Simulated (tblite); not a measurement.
Species: C7H6N2.
Atom-mapped SMILES: `[H]/[N:9]=[CH:8]/[CH:7]=[C:6]=[CH:5]/[CH:4]=[CH:3]\[C:2]#[N:1]` (hydrogens: H10 on C3; H11 on C4; H12 on C5; H13 on C7; H14 on C8; H15 on N9)

Computed with GFN2-xTB (tblite), gas phase: L-BFGS steps from a force-field or distance-geometry start until the largest atomic force falls under 0.01 eV/Å.

Step 6: E = -645.5200 eV
```
atom  x, y, z in Å  |  force x, y, z in eV/Å
N1     -3.4327   -0.8276    2.7666   -0.029  -0.136   0.225
C2     -3.1838   -0.2967    1.7814    0.029   0.064  -0.104
C3     -2.9073    0.3627    0.5778    0.150   0.031  -0.039
C4     -1.7270    0.3040   -0.0624    0.008   0.043  -0.072
C5     -0.5804   -0.4731    0.3319    0.180  -0.025  -0.063
C6      0.5288   -0.4853   -0.3690   -0.415   0.004   0.252
C7      1.6287   -0.4592   -1.0593    0.134  -0.035  -0.173
C8      2.7985    0.2883   -0.6249   -0.437   0.050   0.388
N9      3.8626    0.2973   -1.2838    0.489   0.079  -0.323
H10    -3.7122    0.9572    0.1715   -0.084  -0.002   0.022
H11    -1.6258    0.8350   -0.9966    0.047   0.134  -0.061
H12    -0.6550   -1.0847    1.2225   -0.122  -0.114  -0.052
H13     1.7118   -1.0290   -1.9764    0.168  -0.083   0.086
H14     2.6780    0.7826    0.3463   -0.131   0.105   0.082
H15     4.6112    0.8364   -0.8475    0.013  -0.116  -0.166
```

Step 7: E = -645.5303 eV
```
atom  x, y, z in Å  |  force x, y, z in eV/Å
N1     -3.4327   -0.8264    2.7632   -0.002  -0.139   0.222
C2     -3.1745   -0.2967    1.7797   -0.055   0.026  -0.015
C3     -2.9057    0.3650    0.5778    0.244   0.023  -0.059
C4     -1.7219    0.3116   -0.0576   -0.124   0.021  -0.113
C5     -0.5770   -0.4716    0.3277   -0.261  -0.068   0.268
C6      0.5273   -0.4881   -0.3640    0.416   0.017  -0.309
C7      1.6335   -0.4567   -1.0591   -0.328  -0.033   0.146
C8      2.7935    0.3008   -0.6232   -0.361  -0.043   0.382
N9      3.8560    0.3016   -1.2858    0.474   0.078  -0.273
H10    -3.7188    0.9527    0.1776   -0.043   0.014  -0.002
H11    -1.6214    0.8364   -0.9909    0.053   0.231  -0.172
H12    -0.6732   -1.0918    1.2100   -0.058  -0.118  -0.002
H13     1.7303   -1.0374   -1.9641    0.125  -0.101  -0.005
H14     2.6557    0.7833    0.3520   -0.008   0.167   0.052
H15     4.6244    0.8252   -0.8652   -0.073  -0.074  -0.119
```

**Question.** Estimate the geometry and energy of step 8. (The exact step hangs on the optimiser's Hessian estimate; all steps are aligned on step 7, rigid shifts and turns removed.)

**Answer.** E = -645.5382 eV, largest force 0.299 eV/Å
```
atom  x, y, z in Å  |  force x, y, z in eV/Å
N1     -3.4324   -0.8272    2.7635    0.035  -0.072   0.097
C2     -3.1709   -0.2970    1.7798   -0.082  -0.021   0.069
C3     -2.9028    0.3667    0.5774    0.128   0.021   0.005
C4     -1.7198    0.3154   -0.0575   -0.084   0.001  -0.148
C5     -0.5787   -0.4717    0.3290    0.031  -0.042   0.018
C6      0.5311   -0.4894   -0.3652   -0.233  -0.003   0.078
C7      1.6317   -0.4558   -1.0573    0.038  -0.033  -0.060
C8      2.7896    0.3061   -0.6197    0.015  -0.072   0.127
N9      3.8556    0.3044   -1.2887   -0.001   0.009  -0.048
H10    -3.7224    0.9505    0.1806    0.012   0.001   0.004
H11    -1.6185    0.8403   -0.9905    0.055   0.237  -0.173
H12    -0.6827   -1.0969    1.2041   -0.031  -0.136   0.053
H13     1.7410   -1.0428   -1.9582    0.095  -0.065   0.011
H14     2.6448    0.7862    0.3558    0.059   0.174   0.020
H15     4.6301    0.8191   -0.8751   -0.037   0.001  -0.052
```

The energy changes by -0.0079 eV. The first-order estimate −F·Δx gives -0.0135 eV and the mean of the old and new forces, exact on a quadratic surface, -0.0079 eV. The step makes an angle of 67° with the force vector and moves no atom by more than 0.013 Å.

What follows is the cost of the whole relaxation. Time: 0.34 s. Hardware: Arm Neoverse V1, one thread, on a shared host.
